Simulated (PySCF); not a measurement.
Structure problem from calculated spectra and properties.

Formula: C8H4F3N.

| Item | Value |
| --- | --- |
| Rotational structure | rotational constants A, B, C: 1.377, 0.976, 0.838 GHz [PBE0-D3(BJ)/def2-SVP] |
| Dipole | 5.35 D [B3LYP/def2-SVPD] |
| Triplet | lowest triplet excitation (Tamm–Dancoff): 3.85 eV [TDA B3LYP/def2-SVPD] |
| 13C NMR | chemical shifts (computed TMS as zero) by class: 147.0 (2 C), 145.1 (2 C), 133.1 (1 C), 110.4 (1 C), 71.8 (1 C), 53.7 (1 C) ppm [GIAO KT2/pcSseg-2] |
| UV, first state | lowest singlet excitation: 5.31 eV (234 nm, f = 0.000) [TDDFT B3LYP/def2-SVPD] |
| Couplings | largest of the computed one-bond spin–spin couplings (means over like bonds): 19F–13C -341.3 (×3), 13C–1H +196.9 (×2), 13C–1H +194.8 (×2) Hz [B3LYP/pcJ-1, spin–dipole term left out for some pairs] |
| Polarisability | 89.1 au [B3LYP/def2-SVPD] |
| NMR, other nuclei | isotropic shieldings of nuclei other than C and H, by class: -38 (1 N), 241 (3 F) ppm [GIAO KT2/pcSseg-2] |
| 1H NMR | chemical shifts (computed TMS as zero) by class: 6.88 (2 H), 6.85 (2 H) ppm [GIAO KT2/pcSseg-2] |

Electronic properties: PySCF, gas phase, density fitting. Levels stand in brackets. NMR shifts are as computed; neighbouring signals can stand in another order in a measured spectrum. Geometry: PBE0-D3(BJ)/def2-SVP; no solvent, vibrations or thermal averaging. Each NMR value is the plain mean over a class of atoms that symmetry, rotation or inversion makes alike.

**Question.** What is the compound? Reason from the data.

**Answer.** Numbering: `[N:1]#[C:2][C@:3]12[CH:4]=[CH:5][C@@:6]1([C:7]([F:8])([F:9])[F:10])[CH:11]=[CH:12]2`. Its formula, C8H4F3N, gives 6 degrees of unsaturation: 2 rings and 4 π bonds in the structure found. 8 carbons fall into 6 classes; from least to most shielded: alkene CH carbon [C4/C12] (147.0 ppm, 2 C), alkene CH carbon [C5/C11] (145.1 ppm, 2 C), CF3 carbon [C7] (133.1 ppm), nitrile carbon [C2] (110.4 ppm), sp3 carbon at a ring junction [C6] (71.8 ppm), sp3 carbon at a ring junction [C3] (53.7 ppm). Hydrogen classes from least to most shielded: 2 H on 2 alkene CH carbons, C5/C11 (6.88 ppm), 2 H on 2 alkene CH carbons, C4/C12 (6.85 ppm). The other shieldings belong to: -38 ppm, nitrile nitrogen [N1]; 241 ppm, fluorine of a CF3 group [F8/F9/F10]. The couplings run between: -341.3 Hz, fluorine of a CF3 group [F8] and CF3 carbon [C7] (with 2 like pairs); +196.9 Hz, alkene CH carbon [C4] and its hydrogen (with 1 like pair); +194.8 Hz, alkene CH carbon [C5] and its hydrogen (with 1 like pair). S1 is mainly HOMO→LUMO (weight 0.96); the largest Löwdin shares of the orbital it empties are 0.21 on each of 4 atoms of one kind (alkene CH carbon), of the orbital it fills 0.18 on each of 4 atoms of one kind (alkene CH carbon). By its constants the optimised geometry is an asymmetric top. Structure: `N#C[C@]12C=C[C@@]1(C(F)(F)F)C=C2`. Computed isomers that give other values at the same levels: `N#Cc1ccccc1C(F)(F)F` (rotational constant A: 1.312 GHz; this holds for the one conformer computed). The assignments are read from this structure; whether some other isomer fits the data as well wasn't checked.

The values belong to the conformer `[N:1]#[C:2][C@:3]12[CH:4]=[CH:5][C@@:6]1([C:7]([F:8])([F:9])[F:10])[CH:11]=[CH:12]2`: C5–C6–C7–F8 75°.

One-bond C–F couplings are unscaled; at this level they come out some 30 % too large in size.
